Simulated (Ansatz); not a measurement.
W4Se8⁺. Total charge 1; doublet. Geometry PBE-D4/def2-SVP, basis def2-TZVP, Ansatz.

Cartesian coordinates in Å:
```
W 0.5900 -0.4607 1.1861
W 0.2741 -1.0760 -1.1561
W 1.5836 -2.5971 0.4979
W -0.3434 1.7806 -0.5959
Se -2.6168 0.4335 -0.8559
Se -1.7544 0.7849 1.3977
Se -1.0409 3.8499 -1.2262
Se -0.0729 -2.7727 2.2245
Se 0.8936 0.8980 -2.5419
Se 1.3318 2.0312 1.1350
Se -2.0122 -1.8767 -1.3570
Se 3.1674 -0.9948 1.2917
```

```
run  HOMO (eV)  LUMO (eV)
  A      -8.57      -8.19
  B      -8.83      -8.16
  C      -9.43      -7.55
  D      -8.74      -8.49
```

In the def2 sets W takes a core potential; there is no spin–orbit coupling. Single mean-field runs in def2-TZVP are fitted with def2-universal-jkfit. Another isomer (doublet) lies 2.42 eV lower at PBE0-D4/def2-TZVP; other spin states weren't run for this one.

HOMO and LUMO are taken over both spins.

Question: The runs used LDA (SPW92), PBE, PBE0, r2SCAN. Estimate which is which.

Answer: A PBE (0 % exact exchange); B r2SCAN (0 % exact exchange); C PBE0 (25 % exact exchange); D LDA (SPW92) (0 % exact exchange). Exact exchange lowers occupied and raises empty levels; among semilocal functionals meta-GGAs tend to open the gap a little, and such runs are hard to tell apart. The gap grows from 0.25 eV (LDA (SPW92)) to 1.89 eV (PBE0).
